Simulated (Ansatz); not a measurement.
Species: C₂H₅NO, SMILES `C=C(N)O` (charge 0, multiplicity 1).

Problem. Give a relaxed geometry from B3LYP-D3(BJ)/def2-TZVP (Ansatz, an electronic-structure program).

Solution. Several could match; the one computed here: the end point of this relaxation, one of several conformers (outside a Z-matrix the atoms follow the SMILES, hydrogens last).
Bonded distances (Å): C1–C2 1.332, C1–H5 1.079, C1–H6 1.078, C2–N3 1.399, C2–O4 1.366, N3–H7 1.010, N3–H8 1.013, O4–H9 0.966. Angles (°): C2–C1–H5 120.8, C2–C1–H6 120.2, H5–C1–H6 119.0, C1–C2–N3 126.4, C1–C2–O4 121.1, N3–C2–O4 112.5, C2–N3–H7 113.3, C2–N3–H8 113.4, H7–N3–H8 110.9, C2–O4–H9 108.0.
